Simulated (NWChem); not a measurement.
System: CH4N2OSr

Here is an NWChem input.

```
start job
memory heap 200 mb stack 900 mb global 1100 mb
geometry units angstroms noautoz
  Sr    -0.012324    -0.596397     0.312833
  O     -0.037381    -2.636130     1.024841
  H     -0.050276    -3.514651     1.405721
  C     -0.009512     2.263473     0.255249
  N     -1.166210     1.620215     0.208107
  N      1.147272     1.619477     0.289543
  H     -0.009645     3.374900     0.269226
  H     -1.954939     2.257105     0.197729
  H      1.935207     2.255894     0.334686
end
basis spherical
  Sr library def2-svp
  O library def2-svp
  H library def2-svp
  C library def2-svp
  N library def2-svp
end
ecp
  Sr library def2-ecp
end
dft
  xc xwpbe 1.00 cpbe96 1.0 hfexch 1.00
  cam 0.4 cam_alpha 0.0 cam_beta 1.0
  iterations 150
  mulliken
end
task dft energy
```

Coordinates come from a PBE0/def2-SVP optimisation. Not confirmed as a minimum by frequencies. def2 effective core potentials on Sr; no spin-orbit coupling.

Problem. Give the results of this calculation. (LC-wPBE (HJS exchange hole, range parameter 0.4 per bohr)/def2-SVP with def2 effective core potentials on Sr.) Quantities: energy (Ha); highest occupied level (eV); orbital gap (eV); dipole (D).

Solution. 
```json
{
 "energy (Ha)": "-255.75",
 "highest occupied level (eV)": "-8.53",
 "orbital gap (eV)": "9.33",
 "dipole (D)": "2.17"
}
```
